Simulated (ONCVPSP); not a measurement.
# Rb, ONCV: configuration errors across variants

| Property | Result |
| --- | --- |
| Element | rubidium |
| Generator | ONCVPSP 4.0.1 |
| Type | optimised norm-conserving Vanderbilt (ONCV) |
| Functional | PBEsol |
| Relativity | non-relativistic |
| Frozen core | [Ar] 3d10 |
| Valence charge | 9 |
| Reference configuration | 4s2 4p6 5s1 |
| Partial waves | 4s+5s: rc 2.00 bohr, ncon 4, nbas 9, qcut 4.8 1/bohr, 2 projectors; 4p: rc 2.40 bohr, ncon 3, nbas 7, qcut 6.3 1/bohr, 2 projectors, debl 1 Ha; d scattering state at 0.3 Ha: rc 2.45 bohr, ncon 4, nbas 9, qcut 4.2 1/bohr, 2 projectors, debl 2.3 Ha |
| Local potential | polynomial inside 1.35 bohr (lpopt 5, dvloc0 -1 Ha) |
| Core correction | Teter function, fcfact 2, rcfact 1.1 |

All-electron excitation energies from the reference (eV): (1) 4s2 4p6 5s0 4.000; (2) 4s2 4p6 5s0.5 1.537; (3) 4s2 4p6 5s0 5p1 1.425; (4) 4s2 4p5 5s1 21.213.

1 further variants failed, have other tests or another functional or relativity, and are left out.

Errors AE − PS in meV (a dash: test not solved or not reliable):

| change | (1) | (2) | (3) | (4) | bound ghosts | GHOST(+) flags above zero |
| --- | --- | --- | --- | --- | --- | --- |
| base | -0.1 | 0.0 | 0.0 | -7.9 | none | s |
| s: qcut 6.9 | 0.0 | 0.0 | 0.0 | -12 | none | s |
| s: ncon 5, nbas 10 | 0.0 | 0.0 | 0.0 | -9.4 | none | s |
| all radii but the core radius scaled by about 1.13 (s 2.26, p 2.72, d 2.78 bohr); local potential polynomial inside 1.54 bohr (lpopt 5, dvloc0 -1 Ha) | -0.1 | 0.0 | -0.1 | -7.3 | none | s |
| core correction Teter function, fcfact 6.1, rcfact 1.1 | -0.1 | 0.0 | -0.1 | -7.3 | none | s |
| core correction Teter function, fcfact 2, rcfact 0.98 | -0.1 | 0.0 | 0.0 | -7.9 | none | s |
| d: qcut 5.6 | -0.1 | 0.0 | 0.0 | -7.9 | none | s |
| s: nproj 3 | -0.1 | 0.0 | 0.0 | -8.1 | none | s |

(1) Give the same row for: local potential polynomial inside 1.35 bohr (lpopt 5, dvloc0 6 Ha).

Answers

(1) -0.1, 0.0, -0.1, -8.1; bound ghosts: none; GHOST(+) flags above zero: none.
